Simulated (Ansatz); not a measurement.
Consider the substitution at a C–Ge bond: `[CH3][Ge@H]1[O][C@@H]1F` + `CO[SiH](S)Cl` → `CO[SiH](Cl)SC` + `F[CH]1[O][GeH2]1`.

Calculated with Ansatz (gas phase, PBE0-D4/def2-TZVP geometries, no zero-point term in ΔE). CBS: MP2 limit from def2 TZ/QZ plus the TZ coupled-cluster correction, frozen cores. DFT in def2-TZVPP. For Ge outer-core shells are correlated without core-valence functions, which leaves a few kJ/mol of doubt a bond. Scalar relativity is left out up to krypton. Each species was taken in one conformer, which may not be the lowest.

(1) Is it downhill or uphill in electronic energy at CCSD(T)/CBS, and by how much? (Estimate.)

(2) What do these levels give: r2SCAN-D4, PBE0-D4, B2PLYP, MP2/def2-TZVPP, MP2/def2-QZVPP, MP2/CBS(def2)? (Best estimate.)

Largest T1 diagnostic among the species: 0.015.

Answers

(1) Ansatz gave: Uphill: ΔE = +0.53 eV.

(2) Computed: r2SCAN-D4 0.51, PBE0-D4 0.49, B2PLYP 0.53, MP2/def2-TZVPP 0.56, MP2/def2-QZVPP 0.55, MP2/CBS(def2) 0.54 eV.

In def2-TZVPP, CCSD(T) changes the Hartree–Fock value by +0.03 eV (the triples alone add −0.01 eV) and MP2 by +0.04 eV. The D4 term adds −0.04 eV with B3LYP and −0.02 eV with PBE0; it sums over pairs of atoms, weighted by their polarisabilities, and B3LYP, whose exchange is more repulsive, gets the larger term.

B3LYP here is the variant with VWN-RPA as its local correlation; programs differ in this.
